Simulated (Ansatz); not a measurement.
Several settings on one geometry of the cluster PtS2 (that of the charge 0 singlet, r2SCAN-D4/def2-TZVP). Ansatz on 4 threads of Arm Neoverse V2 on a shared host; times are rough.

```xyz
3

Pt    0.001   -0.001   -0.005
S    -1.772    0.924   -0.551
S     1.771   -0.923    0.556
```

Totals from different functionals, basis sets or treatments of relativity can't be compared as stabilities.

In the def2 sets Pt takes a core potential; there is no spin–orbit coupling. Correlated methods freeze 10 core orbitals; core or outer-core shells of Pt are correlated, in sets that lack core-valence functions.

(1) Give the basis size and estimate the energy, ⟨S²⟩ and time of these runs.

```csv
run,method,charge,state,further keys
1,RKS CAM-B3LYP/def2-TZVP,0,singlet,scf: {omitted_lower_state_checks: [starts]}
2,RKS LDA (SPW92)/def2-SVP,0,singlet,scf: {omitted_lower_state_checks: [starts]}
3,"RHF, mp2/def2-SVPD",0,singlet,"point_charges: [{charge: -1.00, position_ang: [4.395, 0.994, 0.719]}]; scf: {lower_state_search: full}"
```

## Answers

(1) 
| run | functions | energy (Eh) | ⟨S²⟩ | wall time |
| --- | --- | --- | --- | --- |
| 1 | 114 | -915.7065 | – | 1 s |
| 2 | 68 | -912.6036 | – | 0.3 s |
| 3 | 89 | -913.9056 | – | 2.4 s |

The restricted singlet is unstable towards broken spin symmetry at other levels; at RKS CAM-B3LYP/def2-TZVP, RKS LDA (SPW92)/def2-SVP this wasn't settled. At RHF, mp2/def2-SVPD the restricted singlet (for correlated methods, its reference) is unstable: a solution with broken spin symmetry lies lower.
